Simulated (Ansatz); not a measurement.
Consider the ligand exchange at the Si–O bond: `CC[SiH2]O` + H₂Se → `CC[SiH2][SeH]` + H₂O.

Isolated molecules relaxed with PBE0-D4/def2-TZVP in Ansatz; ΔE leaves out vibrations. CBS: MP2 limit from def2 TZ/QZ plus the TZ coupled-cluster correction, frozen cores. This one scheme is used for every species. For Se outer-core shells are correlated without core-valence functions, which leaves a few kJ/mol of doubt a bond. Scalar relativity is left out up to krypton. One conformer a species, not always the lowest.

`CC[SiH2]O`:

Z-matrix (Å, degrees):
```
C
C 1 1.526
H 1 1.094 2 111.5
H 1 1.093 2 111.3 3 -120.0
H 1 1.093 2 111.8 3 120.2
Si 2 1.868 1 113.6 3 58.5
H 2 1.096 1 110.5 3 -179.4
H 2 1.097 1 110.5 3 -62.4
O 6 1.653 2 112.4 1 59.9
H 6 1.494 2 108.7 1 -61.8
H 6 1.484 2 110.7 1 177.7
H 9 0.957 6 117.6 2 -78.7
```

H₂Se:

Z-matrix (Å, degrees):
```
Se
H 1 1.467
H 1 1.467 2 91.2
```

`CC[SiH2][SeH]`:

Z-matrix (Å, degrees):
```
C
C 1 1.524
H 1 1.093 2 111.3
H 1 1.093 2 111.4 3 -120.1
H 1 1.092 2 111.1 3 119.6
Si 2 1.872 1 114.2 3 -60.3
H 2 1.097 1 110.8 3 60.5
H 2 1.096 1 110.7 3 177.8
Se 6 2.286 2 112.7 1 -59.0
H 6 1.487 2 111.0 1 56.4
H 6 1.487 2 110.3 1 177.8
H 9 1.470 6 93.1 2 -66.0
```

H₂O:

```xyz
3

O     0.383   -0.045   -0.049
H    -0.319   -0.339   -0.633
H    -0.065    0.384    0.683
```

| species | CCSD(T)/CBS(def2) energy (Eh) |
| --- | --- |
| `CC[SiH2]O` | -445.22590 |
| H₂Se | -2401.89790 |
| `CC[SiH2][SeH]` | -2770.73720 |
| H₂O | -76.37941 |

**Question.** Work out ΔE.

**Answer.** ΔE = (-2770.73720) + (-76.37941) − (-445.22590) − (-2401.89790) = 0.00719 Eh = +18.9 kJ/mol.

Largest T1 diagnostic among the species: 0.010.

The D4 term adds −7.1 kJ/mol with B3LYP and −3.9 kJ/mol with PBE0; it sums over pairs of atoms, weighted by their polarisabilities, and B3LYP, whose exchange is more repulsive, gets the larger term. In def2-TZVPP, CCSD(T) changes the Hartree–Fock value by −16.9 kJ/mol (the triples alone add −2.9 kJ/mol) and MP2 by −21.6 kJ/mol.

B3LYP here is the variant with VWN-RPA as its local correlation; programs differ in this.
